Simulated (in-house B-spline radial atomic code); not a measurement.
Radial electron density of the tellurium ion Te²⁺, [Kr] 4d10 5s2 5p2. Level of theory: scalar-relativistic (X2C) CAM-B3LYP, spin-polarised, spherical fractional occupations, exact exchange averaged over the configuration, Fermi nucleus of rms radius 4.7423 fm; calculated with a B-spline radial code for spherical atoms.

One-electron X2C: radii and densities carry no picture-change correction, so inner-shell <1/r> comes out high (for 1s by about 2 % at Z = 33, 5 % at 54, 10 % at 75, 30 % at 118) and <r> low.

Columns: r (bohr), 4πr²n(r) (electrons per bohr), bar.

```
0.000898    2.244 #
 0.00111    3.136 ##
 0.00137    4.354 ##
  0.0017    6.059 ###
  0.0021    8.314 ####
 0.00259    11.28 ######
  0.0032    15.19 ########
 0.00396    20.21 ##########
 0.00489    26.36 ##############
 0.00605    33.73 #################
 0.00748    42.02 ######################
 0.00924    50.62 ##########################
  0.0114    58.61 ##############################
  0.0141    64.83 #################################
  0.0175    67.93 ###################################
  0.0216    67.15 ###################################
  0.0267    63.31 #################################
   0.033     59.1 ##############################
  0.0408     58.5 ##############################
  0.0504    64.43 #################################
  0.0623    75.62 #######################################
   0.077    85.32 ############################################
  0.0951    85.43 ############################################
   0.118    74.49 ######################################
   0.145    63.08 ################################
    0.18     62.2 ################################
   0.222    70.21 ####################################
   0.275    70.48 ####################################
   0.339     53.7 ############################
   0.419    31.94 ################
   0.519    22.88 ############
   0.641    25.53 #############
   0.792    25.92 #############
   0.979    19.06 ##########
    1.21    10.79 ######
     1.5    5.748 ###
    1.85    3.579 ##
    2.29    2.254 #
    2.83    1.144 #
    3.49   0.4113 
    4.32  0.09291 
    5.34  0.01233 
     6.6 0.0008526 
    8.15 2.69e-05
```

On this grid the curve has 4 maxima, near 0.0175, 0.0951, 0.275, 0.792 bohr.

The 5p up radial function P(r) = rR(r), positive near the nucleus:

| r (bohr) | P |
| --- | --- |
| 0.00137 | 0.0008006 |
| 0.0021 | 0.001631 |
| 0.0032 | 0.003322 |
| 0.00489 | 0.006806 |
| 0.00748 | 0.01383 |
| 0.0114 | 0.02723 |
| 0.0175 | 0.05172 |
| 0.0267 | 0.0897 |
| 0.0408 | 0.1354 |
| 0.0623 | 0.1576 |
| 0.0951 | 0.09516 |
| 0.145 | -0.08097 |
| 0.222 | -0.231 |
| 0.339 | -0.07858 |
| 0.519 | 0.2926 |
| 0.792 | 0.2715 |
| 1.21 | -0.2939 |
| 1.85 | -0.7362 |
| 2.83 | -0.5845 |
| 4.32 | -0.1914 |
| 6.6 | -0.01987 |
